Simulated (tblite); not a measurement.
C4H6N2O.
Cartesian coordinates in Å at the GFN2-xTB level; atoms count from 1:
```xyz
13
C4H6N2O angstrom
C      2.1749    0.2442   -0.0370
O      1.1545   -0.6656   -0.3829
C     -0.1030   -0.2402   -0.1037
C     -0.6368    0.8913    0.4494
N     -1.9953    0.7769    0.4884
C     -2.2811   -0.3809   -0.0215
N     -1.1585   -1.0537   -0.4049
H      2.1697    0.4506    1.0371
H      2.0634    1.1858   -0.5827
H      3.1116   -0.2341   -0.3159
H     -0.1506    1.7703    0.8184
H     -3.2679   -0.7794   -0.1371
H     -1.0853   -1.9647   -0.8253
```

Computed values, GFN2-xTB/tblite, gas phase, harmonic and unscaled. The method is semi-empirical: single wavenumbers can be off by several per cent or more. One conformer, not necessarily the lowest.

Harmonic wavenumbers (cm⁻¹): 88.1, 175.7, 214.9, 311.5, 457.0, 574.6, 618.9, 643.7, 661.8, 772.4, 781.9, 896.1, 983.3, 1056.7, 1074.0, 1126.8, 1127.6, 1157.0, 1167.3, 1258.8, 1321.1, 1400.2, 1406.2, 1459.8, 1479.3, 1507.1, 1592.0, 2942.6, 2958.3, 3034.0, 3179.3, 3187.0, 3481.2.

A = 7829, B = 2082, C = 1662 MHz; mass 98.048 u (most abundant isotopes); point group Cs, symmetry number 1.

Task: What is the zero-point energy?

Result: Half the sum of the wavenumbers: 22048 cm⁻¹ = 63.04 kcal/mol.

Task: Entropy at 350 K, 1 bar (ideal gas, RRHO, classical rotation)?

Result: Translation 40.48, rotation 27.35, vibration 16.10: S = 83.9 cal/(mol K).

Task: And Cp and H(350 K) − H(0)?

Result: Cp = 28.95 cal/(mol K), of which vibrations give 21.00 (their classical limit is 33 R = 65.6); H(350 K) − H(0) = 6.04 kcal/mol without the zero-point energy, 3.26 from vibrations.

Task: What must be added to the electronic energy to get the Gibbs energy at 350 K and 1 bar?

Result: ZPE + [H(350 K) − H(0)] − T·S = 63.04 + 6.04 − 29.38 = 39.70 kcal/mol.

Task: Which modes carry the vibrational entropy at 350 K?

Result: 88.1 cm⁻¹: 4.02; 175.7 cm⁻¹: 2.68; 214.9 cm⁻¹: 2.30; 311.5 cm⁻¹: 1.63; 457.0 cm⁻¹: 1.00; 574.6 cm⁻¹: 0.68 cal/(mol K); the other 27 give 3.80 together.

Task: Blend soft modes into free rotors: weight 1/[1 + (100 cm⁻¹/ν̃)⁴] for the oscillator and the rest for a rotor with moment μB/(μ + B), μ = h/(8π²ν), B = 10⁻⁴⁴ kg m². What vibrational entropy results?

Result: 15.54 cal/(mol K) in place of 16.10, which changes −T·S at 350 K by +0.20 kcal/mol.

Hindered rotation and anharmonicity are outside this model. Other conformers, if any are populated, would add a mixing term that is left out.
